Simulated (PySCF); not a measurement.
**BeSi⁺: from constants to spectrum**

UHF-CCSD(T) constants of BeSi⁺, ²Π (doublet), unpaired electrons π ↑ (basis Be pcseg-1, Si pcseg-1; no relativity; PySCF 2.14; masses 9.0122 and 27.9769 u):

| Quantity | Value |
| --- | --- |
| ωe | 419.0 cm⁻¹ |
| ωexe | 5.09 cm⁻¹ |
| Be | 0.44609 cm⁻¹ |
| αe | 0.00672 cm⁻¹ |
| De to Be + Si⁺ | 1.29 eV |

Task: What force constant and bond length do these constants imply?

Result: Reduced mass μred = 6.8164 u; k = 5.8918×10⁻⁷·μred·ωe² (u, cm⁻¹, mdyn/Å) = 0.705 mdyn/Å; Re = √(16.8576/(μred·Be)) (u, cm⁻¹, Å) = 2.355 Å.

Task: Estimate the centrifugal constant D from the Kratzer relation and find the Dunham coefficient a1.

Result: D = 4Be³/ωe² = 2.02e-06 cm⁻¹; a1 = −1 − αeωe/(6Be²) = -3.36.

Correlated steps freeze 5 core orbitals. Correlated levels converge slowly with the basis: in double zeta they bind strong bonds too weakly, by up to about 1 eV, and carry superposition errors of some tenths. For an ion De counts to the pair picked by the measured ionisation energies or electron affinities, which need not be the lowest pair at this level. The state is the lowest determinant that a PBE0 search found; another state may lie lower at other levels.
